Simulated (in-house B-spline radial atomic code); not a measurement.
A run on an ion of nuclear charge 59 with 59.8 electrons that did not converge. Method: scalar-relativistic (X2C) SCAN, spin-polarised, spherical fractional occupations, Fermi nucleus of rms radius 4.8919 fm; computed with a B-spline radial code for spherical atoms.

Command:
```bash
python run_scf.py task.json out
```
Settings (nuclear radius in fm, mass in u):
```
Z                59
configuration    [Xe] 4f3.8 6s2
hamiltonian      x2c
method           scan,scan
spin_polarised   True
nucleus          fermi
rms_radius       4.8919
atomic_mass      140.90766
speed_of_light   137.035999084
```

First and last ten iterations of the last attempt (damped for 15 steps, keeping 80 % of the old Fock matrix, then DIIS):
```
 iter        energy (Eh)    residual
    1       -9237.019492    1.84e-01
    2       -9231.132452    1.91e-01
    3       -9236.610439    8.03e-02
    4       -9236.935212    3.86e-02
    5       -9233.339927    1.62e-01
    6       -9236.397768    9.92e-02
    7       -9236.842609    5.22e-02
    8       -9237.010060    2.35e-02
    9       -9233.288262    1.65e-01
   10       -9236.433340    9.59e-02
  111       -9221.095446    2.57e-01
  112       -9230.393803    2.22e-01
  113       -9230.866193    1.95e-01
  114       -9231.062868    1.85e-01
  115       -9230.975037    1.91e-01
  116       -9220.064773    2.49e-01
  117       -9160.393116    5.33e-01
  118       -9228.845718    1.16e+00
  119       -9185.725082    3.72e-01
  120       -9236.454934    1.16e-01
 not converged after 120 iterations
```

The smallest residual met was 2.3e-02; the threshold is about 6e-07. No energy from this run should be used. The likely cause: this method binds the added charge weakly or not at all at the basis-set limit, so charge moves back and forth between the atom and the box. Time taken, with all properties: 3.9 s on 1 thread of Arm Neoverse V1 (shared host).
